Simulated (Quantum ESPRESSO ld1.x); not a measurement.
The numbers below are computed, except where a source is named.
Orbital eigenvalues (eV) of neutral rubidium, [Kr] 5s1, at several levels of relativity; Dirac values are averaged over j with weights 2j + 1. Spin-unpolarised spherical Kohn-Sham, PW91, point nucleus, ld1.x of Quantum ESPRESSO 7.5. A level marked "c x" has the speed of light scaled by that factor.

shell  non-rel.  scalar-rel.  Dirac, c x 0.75  Dirac, c x 1.25  change of magnitude, last against first (%)
1s       -14745       -15036           -15268           -14925                                        +1.22
2s      -1942.9      -2008.6          -2061.9          -1983.6                                        +2.10
2p      -1764.3      -1780.9          -1794.0          -1774.6                                        +0.58
3s      -287.06      -298.02          -307.03          -293.86                                        +2.37
3p      -222.62      -224.96          -226.93          -224.10                                        +0.66
3d      -106.43      -104.09          -102.11          -104.90                                        -1.43
4s      -30.893      -31.966          -32.861          -31.559                                        +2.16
4p      -16.102      -16.021          -15.974          -16.054                                        -0.30
5s      -2.2091      -2.2411          -2.2688          -2.2290                                        +0.90
